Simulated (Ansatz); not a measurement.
Abridged output of a molecular run in Ansatz:

```
Functional definition: HF
1644 factors; integrals over basis functions are off by at most 9.8e-4 eV
mean field evaluation 1: about -10481.1751 eV, gradient 3.3e1 eV
mean field evaluation 2: about -10481.3752 eV, gradient 3.3e1 eV
mean field evaluation 4: about -10484.4377 eV, gradient 4.4e0 eV
mean field evaluation 8: about -10484.4991 eV, gradient 2.6e-1 eV
mean field -10484.49945964 eV, -385.2982484929 hartree, gradient 2.5e-6 eV, S^2 0.000000; 0 other end points of the search recorded, 0 dependent functions left out
7 core orbitals not correlated: weight in the atoms' cores, before any rotation towards them, 1.000 or more for the frozen orbitals, at most 0.000 for the correlated occupied ones
reference -10484.49945964 eV, -385.2982484929 hartree; 18, 18 occupied and 230, 230 virtual orbitals, 1644 factors
second order -27.32081693 eV of doubles, -0.00000000 eV of singles
cycle   1  -27.03052618 eV  change    2.9e-1 eV  update   1.0e-1
cycle   2  -27.69473580 eV  change   -6.6e-1 eV  update   2.8e-2
cycle   3  -27.77620560 eV  change   -8.1e-2 eV  update   1.2e-2
cycle   4  -27.76472331 eV  change    1.1e-2 eV  update   2.9e-3
cycle   5  -27.76589161 eV  change   -1.2e-3 eV  update   1.2e-3
cycle   6  -27.76635144 eV  change   -4.6e-4 eV  update   3.8e-4
cycle   7  -27.76605347 eV  change    3.0e-4 eV  update   1.4e-4
cycle   8  -27.76603710 eV  change    1.6e-5 eV  update   4.8e-5
cycle   9  -27.76607023 eV  change   -3.3e-5 eV  update   1.3e-5
perturbative correction -0.90791539 eV, -0.0333652751 hartree
Total energy: -10513.17344526 eV, -386.3519980283 hartree
```

Its atoms:

```xyz
12

C     1.257    0.104   -1.126
C     0.420   -0.577   -0.054
C    -0.705    0.315    0.433
Te   -1.859   -0.700    1.945
H     2.064   -0.547   -1.469
H     1.709    1.025   -0.746
H     0.647    0.367   -1.994
H     1.060   -0.857    0.789
H     0.005   -1.510   -0.451
H    -1.386    0.574   -0.378
H    -0.319    1.232    0.879
H    -2.895    0.574    2.171
```

**Question.** Which basis set was used?
A. def2-TZVPPD
B. def2-QZVPP
C. def2-SVP
D. def2-TZVPP

**Answer.** D. It gives 255 functions.

**Question.** Write the keys of the input that set method, charge and spin (a neutral closed shell needs none for the last two).

**Answer.** 
```yaml
correlation: {method: ccsd_t}
```
